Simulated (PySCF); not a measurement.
Compound: C8H14Si.
SMILES with atom numbers: `[SiH3:1][C:2]1=[C:3]=[CH:4][CH2:5][CH2:6][CH2:7][CH2:8][CH2:9]1` (hydrogens: H10, H11, H12 on Si1; H13 on C4; H14, H15 on C5; H16, H17 on C6; H18, H19 on C7; H20, H21 on C8; H22, H23 on C9)

Method: PBE0-D3(BJ)/def2-SVP geometry optimisation, gas phase in PySCF 2.14.0; density fitting, grid level 2; the optimiser is geomeTRIC in internal coordinates, started from a GFN2-xTB structure.

Step 0: E = -16378.7380 eV
```
atom  x, y, z in Å  |  force x, y, z in eV/Å
Si1     2.5634    0.8236    1.1914   -0.647  -0.066  -0.557
C2      1.3018    0.5043   -0.1664    0.776  -0.125  -0.015
C3      0.3377    1.3292   -0.4622    0.362   0.157   0.113
C4     -0.8414    1.8332   -0.6566   -0.843   0.218   0.263
C5     -2.0175    1.1934    0.0444    0.531  -0.377   0.169
C6     -1.6665   -0.1901    0.6018   -0.243   0.201  -0.583
C7     -1.2030   -1.1926   -0.4765    0.332  -0.045   0.574
C8      0.2296   -1.7287   -0.3225   -0.105   0.331  -0.491
C9      1.3200   -0.8160   -0.9034   -0.343  -0.184   0.448
H10     2.2745    2.1039    1.8358   -0.050   0.500   0.297
H11     3.9049    0.8311    0.5958    0.520   0.013  -0.155
H12     2.4968   -0.2651    2.1754    0.026  -0.394   0.387
H13    -1.0385    2.6734   -1.3060    0.029   0.413  -0.419
H14    -2.3688    1.8343    0.8597   -0.212   0.223   0.166
H15    -2.8344    1.1040   -0.6778   -0.296   0.024  -0.187
H16    -0.8872   -0.0746    1.3562    0.172  -0.001   0.328
H17    -2.5519   -0.5829    1.1067   -0.202  -0.099   0.234
H18    -1.2988   -0.7363   -1.4630   -0.113   0.069  -0.394
H19    -1.8753   -2.0535   -0.4580   -0.202  -0.219  -0.057
H20     0.4386   -1.9059    0.7349    0.061  -0.169   0.350
H21     0.2927   -2.6931   -0.8345    0.071  -0.321  -0.071
H22     2.2913   -1.3033   -0.7974    0.331  -0.181  -0.087
H23     1.1271   -0.6613   -1.9676    0.044   0.033  -0.311
```

**Question.** Estimate the geometry and energy of step 1. (The exact step hangs on the optimiser's Hessian estimate; all steps are aligned on step 0, rigid shifts and turns removed.)

**Answer.** E = -16378.8408 eV, largest force 0.147 eV/Å
```
atom  x, y, z in Å  |  force x, y, z in eV/Å
Si1     2.5549    0.8412    1.1840    0.097  -0.005  -0.016
C2      1.3441    0.5173   -0.2064   -0.096   0.019   0.074
C3      0.3569    1.3470   -0.4554    0.055   0.026  -0.028
C4     -0.8324    1.8692   -0.6314    0.039   0.020  -0.027
C5     -2.0057    1.2027    0.0465   -0.130   0.067   0.016
C6     -1.6848   -0.1857    0.5970    0.034  -0.043   0.082
C7     -1.2140   -1.2203   -0.4515   -0.026   0.030  -0.101
C8      0.2301   -1.7337   -0.3463    0.005  -0.056   0.087
C9      1.3215   -0.8236   -0.9212    0.084  -0.015  -0.087
H10     2.2710    2.1416    1.8599   -0.033  -0.018  -0.028
H11     3.9517    0.8617    0.6402   -0.019   0.005   0.028
H12     2.4961   -0.2656    2.1950   -0.025   0.013  -0.027
H13    -1.0063    2.7162   -1.3062    0.013  -0.042   0.033
H14    -2.4023    1.8443    0.8565    0.001  -0.037  -0.041
H15    -2.8223    1.1264   -0.6972    0.048   0.008   0.037
H16    -0.9210   -0.0900    1.3886   -0.050  -0.003  -0.016
H17    -2.5886   -0.5630    1.1039    0.027   0.024  -0.021
H18    -1.3694   -0.8105   -1.4671   -0.019  -0.045   0.044
H19    -1.8746   -2.1005   -0.3884    0.027   0.019   0.011
H20     0.4564   -1.9483    0.7154    0.003  -0.004  -0.063
H21     0.2960   -2.7042   -0.8690   -0.005   0.032   0.014
H22     2.2999   -1.3287   -0.8384   -0.044   0.015  -0.015
H23     1.1380   -0.6665   -1.9983    0.015  -0.011   0.044
```

The energy changes by -0.1028 eV. The first-order estimate −F·Δx gives -0.2125 eV and the mean of the old and new forces, exact on a quadratic surface, -0.1016 eV. The step makes an angle of 69° with the force vector and moves no atom by more than 0.103 Å.

The cost below is that of the whole optimisation. Hardware: one thread of an Arm Neoverse V2, no GPU (shared host). Cost: 1.8 min, 0.91 GiB resident at most.
